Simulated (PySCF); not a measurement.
How methods differ on the excitation energy of Sn

Sn [Kr] 4d10 5s2 5p2 (3P) → Sn [Kr] 4d10 5s1 5p2 6s1 (5P), as a difference of total energies. Computed with PySCF 2.14 in aug-cc-pVTZ-DK3 (8s7p5d2f, 68 functions), with scalar relativity by spin-free X2C-1e. Correlated levels: valence: [Kr] 4d10 frozen. The calculations carry no spin-orbit coupling.

```json
{"method": "UHF", "excitation energy (cm⁻¹)": "66470"}
{"method": "MP2 (valence)", "excitation energy (cm⁻¹)": "73122"}
{"method": "SCS-MP2 (valence)", "excitation energy (cm⁻¹)": "75487"}
{"method": "CCSD (valence)", "excitation energy (cm⁻¹)": "74657"}
{"method": "CCSD(T) (valence)", "excitation energy (cm⁻¹)": "74944"}
```

The upper state lies above the first ionisation limit, but in LS coupling its spin forbids autoionisation to the ground ion; at this Z spin-orbit coupling breaks that rule. A Rydberg-like electron needs more diffuse functions than a valence basis has.

The promoted electron is Rydberg-like, and one or two diffuse shells describe it only roughly, which tends to raise the upper state.
